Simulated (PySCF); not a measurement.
Precursor series Hf F-H. Isolated molecules, 0 K electronic values unless said otherwise.

The HOMO from two functionals at the same geometries (PBE-D3(BJ)/def2-SVP), both in PySCF: PBE-D3(BJ)/def2-TZVP and B3LYP-D3(BJ)/def2-TZVP. B3LYP has the VWN-RPA correlation part, as in Gaussian. 

```tsv
species	PBE-D3(BJ)/def2-TZVP (eV)	B3LYP-D3(BJ)/def2-TZVP (eV)
0 of 4 F replaced by H ([Hf(F)4])	-10.09	-11.85
2 of 4 F replaced by H ([Hf(F)2(H)2])	-7.31	-8.52
3 of 4 F replaced by H ([Hf(F)(H)3])	-7.19	-8.36
4 of 4 F replaced by H ([Hf(H)4])	-7.12	-8.27
```

Over these rows, drawn at random from the members with no instability flagged (it was tested for open shells, ions and some series alone), PBE minus B3LYP-D3(BJ): mean +1.32 eV, from +1.15 eV to +1.76 eV.
